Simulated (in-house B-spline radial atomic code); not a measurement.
The numbers below are computed, except where a source is named.
# Building a PAW p channel for O, r_c = 1.01 bohr

O, [He] 2s2 2p4, non-relativistic PBE, spherical and spin-unpolarised, from an all-electron radial atomic-structure program (B-spline basis) (atomic units; all potentials screened as in the neutral atom).

Two all-electron partial waves φ1, φ2 are integrated outwards at E1 = ε(2p) = -0.332128 and E2 = E1 + 1.5 hartree; φ1 is the bound orbital and φ2 has unit norm inside r_c = 1.0141 bohr. Smooth partners are polynomials, r^2(a0 + a1 r² + a2 r⁴ + a3 r⁶), matched to φ and three derivatives at r_c, with no condition on the norm. The local potential is -10.2387 + (20.7479) r² + (-18.9691) r⁴ + (6.62933) r⁶ inside 0.8303 bohr and the all-electron one outside.

```json
{"wave": "1", "φ(r_c)": "0.8191635", "φ'(r_c)": "-0.2477259", "a0": "3.285617", "a1": "-4.65609", "a2": "2.863163", "a3": "-0.6701223"}
{"wave": "2", "φ(r_c)": "0.6592742", "φ'(r_c)": "-2.571723", "a0": "6.050637", "a1": "-10.22799", "a2": "6.351379", "a3": "-1.478765"}
```

Inside r_c the overlaps are <φi φj> = [[0.44022, 0.64778], [0.64778, 1.00000]] and, for the smooth waves, [[0.35401, 0.48050], [0.48050, 0.67860]]. With χj = (Ej − T − V_local) applied to smooth wave j, the program's quadrature gives the matrix B_ij = <smooth i, χj> as [[-0.26807, -0.62268], [-0.37177, -0.87440]].

Task: Check the match of the first wave, and find the augmentation charges q_ij.

Result: At r_c the four terms are 3.37892, -4.92430, 3.11409, -0.74955, which sum to 0.8192, φ1(r_c) to rounding. q_ij is the all-electron overlap less the smooth one: [[0.08621, 0.16728], [0.16728, 0.32140]]. The smooth first wave has a norm of 0.3540 inside r_c against 0.4402, and q11 > 0 puts back the missing charge.

Task: B isn't symmetric. Show that D_ij = B_ij + Ej q_ij is.

Result: Integrating by parts gives B12 − B21 = (E1 − E2) q12: -0.62268 − (-0.37177) = -0.25092, and −1.5 × (0.16728) = -0.25092. So D12 = -0.62268 + (1.167872)(0.16728) = -0.42732 and D21 = -0.37177 + (-0.332128)(0.16728) = -0.42733; D11 = -0.29671, D22 = -0.49904. The projectors, p = (B⁻¹)ᵀ χ, are dual to the smooth waves; det B = 0.0029, small beside B11 B22, as the two smooth waves look alike inside r_c.

Solving (T + V_local + Σ p D p) ψ = E (1 + Σ p q p) ψ in a sphere of 9 bohr gives these levels:

```json
{"all-electron": "-0.332125", "one projector": "-0.332125", "two projectors": "-0.332125"}
{"all-electron": "0.084090", "one projector": "0.084309", "two projectors": "0.084090"}
{"all-electron": "0.340005", "one projector": "0.341154", "two projectors": "0.340005"}
{"all-electron": "0.740356", "one projector": "0.744343", "two projectors": "0.740357"}
{"all-electron": "1.272740", "one projector": "1.283120", "two projectors": "1.272740"}
```

Task: What does the second projector gain?

Result: With one projector the errors are 0.00, +0.22, +1.15, +3.99, +10.38 millihartree. With two the errors are 0.00, 0.00, 0.00, 0.00, 0.00 millihartree. The scattering is exact at E1 and at E2 = 1.168, and over all levels compared the largest error is under 0.01 millihartree. The lowest eigenvalue of the overlap operator is 1 with one and 0.9441 with two projectors. The smooth orbital alone needs a cutoff of 25.9 hartree for 1 millihartree of kinetic energy, against 51.6 for a norm-conserving Troullier-Martins orbital of the same radius; part of the gain comes from giving up the norm, part from the simpler form.
